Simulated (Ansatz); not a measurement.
Born–Oppenheimer molecular dynamics of H₂ (2 atoms, charge 0, multiplicity 1). It starts from a relaxed structure.

Level of theory: UKS PBE0-D4/def2-SVP in Ansatz.

| Property | Result |
| --- | --- |
| ensemble | NVE (velocity Verlet) |
| time step | 0.25 fs |
| steps asked | 266 |
| starting velocities drawn for | 200 K |
| seed | 917129 |

Frames 2.5 fs apart, positions in Å.

Velocities at 5.0 fs (Å/ps):

```
H 3.79 -1.18 1.96
H -3.79 1.18 -1.96
```

```xyz
2
Properties=species:S:1:pos:R:3 time_fs=5.0 energy_less_start_eV=0.007 T=48
H 0.334 -0.104 0.173
H -0.334 0.104 -0.173
2
Properties=species:S:1:pos:R:3 time_fs=7.5 energy_less_start_eV=0.000 T=199
H 0.326 -0.101 0.169
H -0.326 0.101 -0.169
2
Properties=species:S:1:pos:R:3 time_fs=10.0 energy_less_start_eV=0.007 T=43
H 0.317 -0.099 0.165
H -0.317 0.099 -0.165
2
Properties=species:S:1:pos:R:3 time_fs=12.5 energy_less_start_eV=0.006 T=61
H 0.334 -0.104 0.173
H -0.334 0.104 -0.173
2
Properties=species:S:1:pos:R:3 time_fs=15.0 energy_less_start_eV=0.000 T=195
H 0.327 -0.102 0.170
H -0.327 0.102 -0.170
2
Properties=species:S:1:pos:R:3 time_fs=17.5 energy_less_start_eV=0.007 T=30
H 0.317 -0.099 0.164
H -0.317 0.099 -0.164
2
Properties=species:S:1:pos:R:3 time_fs=20.0 energy_less_start_eV=0.005 T=76
H 0.333 -0.103 0.173
H -0.333 0.103 -0.173
2
Properties=species:S:1:pos:R:3 time_fs=22.5 energy_less_start_eV=0.001 T=188
H 0.328 -0.102 0.170
H -0.328 0.102 -0.170
2
Properties=species:S:1:pos:R:3 time_fs=25.0 energy_less_start_eV=0.008 T=19
H 0.317 -0.098 0.164
H -0.317 0.098 -0.164
2
Properties=species:S:1:pos:R:3 time_fs=27.5 energy_less_start_eV=0.005 T=92
H 0.333 -0.103 0.172
H -0.333 0.103 -0.172
2
Properties=species:S:1:pos:R:3 time_fs=30.0 energy_less_start_eV=0.001 T=180
H 0.329 -0.102 0.170
H -0.329 0.102 -0.170
2
Properties=species:S:1:pos:R:3 time_fs=32.5 energy_less_start_eV=0.008 T=10
H 0.317 -0.098 0.164
H -0.317 0.098 -0.164
```

Of the whole run (66 fs, mean temperature of the second half 101 K): The conserved energy stayed within 0.047 meV per atom of its start (net change 0.042 meV per atom), so the integration is sound. The temperature averaged 0.51 of the 200 K drawn at the start: a run that starts near a minimum puts about half its kinetic energy into the potential. A run of 0.067 ps of so small a system gives no equilibrium averages.

Time of the run: 110 s on 1 thread of AMD EPYC (Zen 3), with other jobs on the host, peak memory 0.078 GiB.
